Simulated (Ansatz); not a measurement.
Total energies of `IC1BC1`.

Z-matrix (Å, degrees):
```
C
B 1 1.514
C 1 1.525 2 60.5
I 1 2.127 2 102.1 3 109.3
H 1 1.080 2 135.3 3 -110.8
H 2 1.182 1 147.4 3 -178.9
H 3 1.085 1 121.6 2 115.9
H 3 1.092 1 112.2 2 -106.5
```

Charge 0, multiplicity 1. Correlated methods include outer-core shells of I, which these sets cover unevenly. I: def2 effective core potential. All single points use the PBE0-D4/def2-TZVP geometry. Basis def2-TZVPP, Ansatz 0.2.0.

RPA on PBE orbitals: Hartree–Fock energy of these orbitals -399.33848 Eh, correlation -1.34095 Eh (frozen core).

```json
{"functional": "LDA (SPW92)", "energy without D4 (Eh)": "-399.71008", "D4 term (kJ/mol)": "–"}
{"functional": "revPBE", "energy without D4 (Eh)": "-401.16089", "D4 term (kJ/mol)": "-51.0"}
{"functional": "BLYP", "energy without D4 (Eh)": "-401.03683", "D4 term (kJ/mol)": "-37.9"}
{"functional": "r2SCAN", "energy without D4 (Eh)": "-401.19829", "D4 term (kJ/mol)": "-3.8"}
{"functional": "PBE0", "energy without D4 (Eh)": "-401.02928", "D4 term (kJ/mol)": "-14.3"}
{"functional": "B3LYP", "energy without D4 (Eh)": "-401.25059", "D4 term (kJ/mol)": "-28.0"}
{"functional": "r2SCAN0", "energy without D4 (Eh)": "-401.16478", "D4 term (kJ/mol)": "-4.6"}
{"functional": "CAM-B3LYP", "energy without D4 (Eh)": "-401.08439", "D4 term (kJ/mol)": "-14.6"}
{"functional": "ωB97M-V", "energy without D4 (Eh)": "-401.07752", "D4 term (kJ/mol)": "–"}
{"functional": "B2PLYP", "energy without D4 (Eh)": "-400.87914", "D4 term (kJ/mol)": "–"}
```

(1) Give the same for PBE, B97M-V, r2SCANh, HSE06 (plane-wave form), BHLYP, LC-ωPBE, ωB97X-V, PBE-QIDH. (Best estimate.)

B3LYP takes the VWN-RPA correlation (the form of Gaussian; ORCA's B3LYP/G). HSE06 is the plane-wave form, built on full-range PBE exchange. The double hybrids freeze the cores in their second-order part.

## Answers

(1) Ansatz gave: 
| functional | energy without D4 (Eh) | D4 term (kJ/mol) |
| --- | --- | --- |
| PBE | -400.98591 | -17.0 |
| B97M-V | -401.15044 | – |
| r2SCANh | -401.18456 | -4.1 |
| HSE06 (plane-wave form) | -401.02101 | -13.4 |
| BHLYP | -401.03484 | -22.5 |
| LC-ωPBE | -401.10851 | – |
| ωB97X-V | -401.10894 | – |
| PBE-QIDH | -400.85864 | – |

LC-ωPBE has ω = 0.4 bohr⁻¹.
